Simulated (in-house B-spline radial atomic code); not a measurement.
# Ionising Ca V (Ca4+) with different functionals

Computed with an all-electron radial atomic-structure program (B-spline basis): four-component Dirac-Coulomb Hamiltonian, Fermi nucleus of rms radius 3.4776 fm, spin-restricted, spherical fractional occupations for the functionals. The ionisation energy is the difference of two self-consistent energies, [Ne] 3s2 3p4 → [Ne] 3s2 3p3, without Breit or QED terms; ε is the level of the shell that loses the electron (mean over j). The electron is taken from both j subshells in proportion to 2j + 1, so the result is a j average, not the step between ground levels.

Hybrids are left out here: with spherical fractional occupations of an open shell their exact exchange keeps a self-interaction that integer-occupation calculations don't have.

| method | rung | ΔSCF (eV) | -ε(3p) (eV) |
| --- | --- | --- | --- |
| LDA VWN5 | LDA | 86.75 | 77.45 |
| relativistic LDA | LDA | 86.73 | 77.43 |
| LDA PW92 | LDA | 86.74 | 77.44 |
| LDA exchange-only | LDA | 84.99 | 75.70 |
| PBE | GGA | 86.69 | 77.40 |
| PBEsol | GGA | 86.60 | 77.31 |
| BLYP | GGA | 86.55 | 77.25 |
| RPBE | GGA | 86.67 | 77.38 |
| PW91 | GGA | 86.80 | 77.50 |
| BP86 | GGA | 86.78 | 77.48 |
| AM05 | GGA | 86.59 | 77.29 |
| OLYP | GGA | 86.89 | 77.59 |

(1) How do they compare with the NIST value?

## Answers

(1) NIST lists 84.34 eV ± 0.08 (semi-empirical, ground level to ground level). Errors run from +0.65 to +2.55 eV. The correlated functionals all miss on the same side by more than they spread, so the cause is common to them (Breit-QED terms, spin polarisation, the choice among j levels, multiplet and fine-structure energies, or a listed next ion that isn't the cheapest removal here) and closeness doesn't rank the functionals.
